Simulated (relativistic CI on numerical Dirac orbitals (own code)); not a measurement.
Slater and spin-orbit integrals, Sm⁴⁺

Calculated at this level of theory: Dirac-Coulomb-Breit CI, KLI orbitals optimised for each configuration, QED by a radiative potential, valence Slater integrals scaled by 0.85, P86 correlation energy added to each configuration (own radial code, finite nucleus).

Slater integrals F^k, G^k are unscaled and averaged over j, outside the closed core [Kr] 4d10; ζ comes from projecting the Hamiltonian with its Breit term on Σ l·s of the shell.

- 4f4 5s2 5p6: F^2(4f,4f) = 114330, F^4(4f,4f) = 71889, F^6(4f,4f) = 51762, ζ(4f) = 1265.1 cm⁻¹; <r>(4f) = 0.8474, <r^2>(4f) = 0.8993 (bohr units).
- 4f3 5s2 5p6 5d: F^2(4f,4f) = 120770, F^4(4f,4f) = 76263, F^6(4f,4f) = 55008, ζ(4f) = 1373, F^2(4f,5d) = 35216, F^4(4f,5d) = 17600, G^1(4f,5d) = 14671, G^3(4f,5d) = 12873, G^5(4f,5d) = 10083, ζ(5d) = 1491.3 cm⁻¹; <r>(4f) = 0.8094, <r^2>(4f) = 0.8098, <r>(5d) = 1.943, <r^2>(5d) = 4.28 (bohr units).
- 4f5 5s2 5p5: F^2(4f,4f) = 108940, F^4(4f,4f) = 68254, F^6(4f,4f) = 49073, ζ(4f) = 1157.9, F^2(4f,5p) = 54505, G^2(4f,5p) = 28892, G^4(4f,5p) = 22404, ζ(5p) = 21626 cm⁻¹; <r>(4f) = 0.8825, <r^2>(4f) = 0.9856, <r>(5p) = 1.548, <r^2>(5p) = 2.694 (bohr units).

Averages of the first 9 configurations, taken without configuration mixing, which lowers the lowest level and can move excited configurations by several eV; other configurations of the list can lie among them:

```tsv
Configuration	Parity	States	Average energy above the lowest level (eV)
4f4 5s2 5p6	even	1001	5.5
4f3 5s2 5p6 5d	odd	3640	21.7
4f5 5s2 5p5	even	12012	22.3
4f3 5s2 5p6 6s	odd	728	29.6
4f3 5s2 5p6 6d	odd	3640	44.4
4f3 5s2 5p6 7s	odd	728	45.9
4f5 5s 5p6	odd	4004	47.7
4f2 5s2 5p6 5d 6s	even	1820	53.7
4f3 5s 5p6 6s2	odd	728	97.9
```
